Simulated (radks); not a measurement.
Species: Ce2+. Configuration: [Xe] 4f1 6s1 (not the ground configuration). All-electron calculation, scalar-relativistic Kohn-Sham, LDA (Slater exchange, Perdew-Wang correlation), spin-unpolarised, spherical densities, point nucleus. Program: a radial shooting solver on a logarithmic mesh with Libxc functionals.

Unscreened Slater integrals over Kohn-Sham orbitals (cm^-1).

\begin{tabular}{lr}
integral & value \\ \hline
F0(6s,6s) & 55052 \\
F0(6s,4f) & 70745 \\
G3(6s,4f) & 3681.2 \\
F0(6s,5p) & 67114 \\
G1(6s,5p) & 6013.8 \\
F0(6s,5s) & 68347 \\
G0(6s,5s) & 3482.8 \\
F0(4f,4f) & 191020 \\
F2(4f,4f) & 88878 \\
F4(4f,4f) & 55370 \\
F6(4f,4f) & 39721 \\
F0(4f,5p) & 133430 \\
F2(4f,5p) & 50448 \\
G2(4f,5p) & 29537 \\
G4(4f,5p) & 22340 \\
F0(4f,5s) & 147800 \\
G3(4f,5s) & 32651 \\
F0(5p,5p) & 114190 \\
F2(5p,5p) & 61640 \\
F0(5p,5s) & 121580 \\
G1(5p,5s) & 81546 \\
F0(5s,5s) & 131110 \\
\end{tabular}

Derived for the open shells (J is the average intra-shell exchange parameter used in DFT+U). 4f: F4/F2 = 0.623, F6/F2 = 0.447, J = (286 F2 + 195 F4 + 250 F6)/6435 = 7171 cm^-1.
